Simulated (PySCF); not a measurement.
Core-level binding energies of `[SiH3]N[SiH]1OCCO1`

C2H9NO2Si2.
Geometry (PBE0-D3(BJ)/def2-SVP, Å), atoms numbered from 1 in this order:
```
atom  x, y, z in Å
Si1    2.4090    0.1411    0.7375
N2     1.5821   -0.6291   -0.5987
Si3   -0.1102   -0.8614   -0.7162
O4    -0.7056   -0.9515    0.8496
C5    -1.8297   -0.1068    0.9957
C6    -1.7020    1.0030   -0.0583
O7    -1.0656    0.4350   -1.1843
H8     2.6740   -0.7815    1.8831
H9     1.5887    1.2849    1.2320
H10    3.7228    0.6506    0.2393
H11    2.1615   -1.0572   -1.3142
H12   -0.3761   -2.0032   -1.6223
H13   -2.7580   -0.6876    0.8415
H14   -1.8518    0.3033    2.0177
H15   -2.6870    1.4012   -0.3497
H16   -1.0984    1.8428    0.3338
```

Level of theory: PySCF, delta-SCF UKS SCAN, pcX-2 on the ionised atom, pcseg-1 elsewhere, spin-free X2C. Vertical ΔSCF values, vacuum level as zero.

**Question.** List the computed XPS lines with their assignment.

**Answer.** 
| atom(s) | bonded to | level | binding energy (eV) | 2p1/2 (eV) | above the level's lowest (eV) | count |
| --- | --- | --- | --- | --- | --- | --- |
| Si3 | 2 O, N and H | Si 1s | 1847.80 | – | +0.81 | 1 |
| Si1 | N and 3 H | Si 1s | 1846.99 | – | 0.00 | 1 |
| O4/O7 | C and Si | O 1s | 538.01 | – | 0.00 | 2 |
| N2 | H and 2 Si | N 1s | 404.38 | – | 0.00 | 1 |
| C5/C6 | O, C and 2 H | C 1s | 292.33 | – | 0.00 | 2 |
| Si3 | 2 O, N and H | Si 2p3/2 | 107.71 | 108.34 | +0.58 | 1 |
| Si1 | N and 3 H | Si 2p3/2 | 107.13 | 107.75 | 0.00 | 1 |

The listed Si 1s values span 0.81 eV, from Si1 (bonded to N and 3 H) to Si3 (bonded to 2 O, N and H). Summing the Pauling electronegativity differences to the bonded atoms, each weighted by its formal bond order, gives +2.04 for the lowest site and +4.52 for the highest.

Lowest listed Si 2p3/2: Si1, bonded to N and 3 H. Highest, 0.58 eV above it: Si3, bonded to 2 O, N and H. Summing the Pauling electronegativity differences to the bonded atoms, each weighted by its formal bond order, gives +2.04 for the lowest site and +4.52 for the highest.

**Question.** Express the binding energy of Si 1s of Si3 in atomic units and per mole.

**Answer.** 1847.80 eV = 67.9054 Eh = 178286 kJ/mol.

Topologically equivalent atoms share the value of their first member; where this conformer doesn't relate them by symmetry, their own values could differ. The 2p values add to the ΔSCF energy of one spin-free hole a correction within the shell (spin–orbit coupling, ligand field). 2p1/2 minus 2p3/2 (ligand field included): Si 0.62 eV. The structure is a single PBE0-D3(BJ)/def2-SVP conformer in the gas phase; no vibrational or solvent corrections.
